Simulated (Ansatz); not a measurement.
`[SiH3]C=[Se]` + `CN[SiH2]Cl` → `CN([SiH3])[SiH2]Cl` + `C=[Se]` at 400 K and 1 bar (ligand exchange at the Si–C bond).

Calculated with Ansatz (gas phase, PBE0-D4/def2-TZVP geometries, no zero-point term in ΔE). CBS: MP2 limit from def2 TZ/QZ plus the TZ coupled-cluster correction, frozen cores. For Se outer-core shells are correlated without core-valence functions, which leaves a few kJ/mol of doubt a bond. Scalar relativity is left out up to krypton. One conformer a species, not always the lowest.

```
             species  CCSD(T)/CBS energy (Eh)  H − E (kJ/mol)  S (J/(mol·K))
      `[SiH3]C=[Se]`              -2730.19682           128.9          333.4
        `CN[SiH2]Cl`               -845.29269           222.9          360.3
`CN([SiH3])[SiH2]Cl`              -1135.59245           272.5          425.4
            `C=[Se]`              -2439.91603            78.0          255.2
```

H − E and S are ideal-gas, rigid-rotor, harmonic terms from PBE0-D4/def2-TZVP, for one conformer and one mirror image of each species. 1 Eh = 2625.50 kJ/mol, R = 8.31446 J/(mol·K).

Question: By hand: ΔE, ΔH, ΔS and ΔG.

Answer: ΔE = (-1135.59245) + (-2439.91603) − (-2730.19682) − (-845.29269) = -0.01897 Eh = -49.8 kJ/mol. Δ(H − E) = 272.5 + 78.0 − 128.9 − 222.9 = -1.3, so ΔH = -51.1 kJ/mol. ΔS = 425.4 + 255.2 − 333.4 − 360.3 = -13.1 J/(mol·K). ΔG = -51.1 − 400 × (-13.1)/1000 = -45.9 kJ/mol.

Question: By hand: the equilibrium constant, and the temperature at which ΔG would vanish if ΔH and ΔS stayed fixed.

Answer: log₁₀ K = −ΔG/(RT ln 10) = 6.0. ΔG = 0 at ΔH/ΔS = 3901 K, far beyond where these terms or the molecules hold.

The number of gas molecules stays the same, so ΔS is small and ΔH decides. A doubt of 5 kJ/mol in ΔE shifts log₁₀ K by 0.7 here. Other conformers and mirror images would add mixing entropy, several J/(mol·K) or more a flexible species. Modes under 60 cm⁻¹, often nearly free rotors, make the harmonic entropy too high. These are equilibria of isolated gas molecules and say nothing of rates. Largest T1 diagnostic: 0.015 (customary marks: 0.02 for closed shells, 0.045 for open ones).
